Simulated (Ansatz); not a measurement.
Species: CH3BN2, SMILES `N=C=BN` (charge 0, multiplicity 1).

Task: Give a relaxed geometry from r2SCAN-D4/def2-TZVP in Ansatz (a quantum-chemistry and plane-wave program).

Result: the end point of this relaxation (outside a Z-matrix the atoms follow the SMILES, hydrogens last).
Bonded distances (Å): N1–C2 1.243, N1–H5 1.030, C2–B3 1.390, B3–N4 1.364, N4–H6 1.011, N4–H7 1.009. Bond angles (°): C2–N1–H5 112.8, N1–C2–B3 165.9, C2–B3–N4 164.1, B3–N4–H6 123.6, B3–N4–H7 123.4, H6–N4–H7 113.0.
